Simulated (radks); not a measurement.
Q: The mean radii <r> (bohr) of the occupied orbitals of an atom or ion are listed with their occupations. Calculated with a radial shooting solver on a logarithmic mesh with Libxc functionals: Dirac Kohn-Sham, exchange-only PBE, spin-unpolarised, spherical densities, finite nucleus; Fermi nuclear charge, rms radius of each element as measured or else 0.836 A^(1/3) + 0.57 fm.

orbital  occ.      <r>
1s1/2       2  0.02037
2s1/2       2  0.08592
2p1/2       2  0.07149
2p3/2       4  0.07877
3s1/2       2   0.2242
3p1/2       2   0.2139
3p3/2       4   0.2273
3d3/2       4   0.2003
3d5/2       6   0.2045
4s1/2       2   0.4797
4p1/2       2   0.4820
4p3/2       4   0.5052
4d3/2       4   0.5065
4d5/2       4   0.5133

Name the element and its charge. Open shells, if any, fill j = l - 1/2 first.

A: Z = 68, erbium, charge +24: Er24+ in [Kr] 4d8. The 1s radius gives Z: for a bare nucleus <r> = (2 gamma + 1)/(2Z) with gamma = sqrt(1 - (Z/c)^2), 0.02012 bohr for Z = 68, and screening makes it slightly larger (0.02037 here). The occupations add up to 44, and the charge is Z minus that.
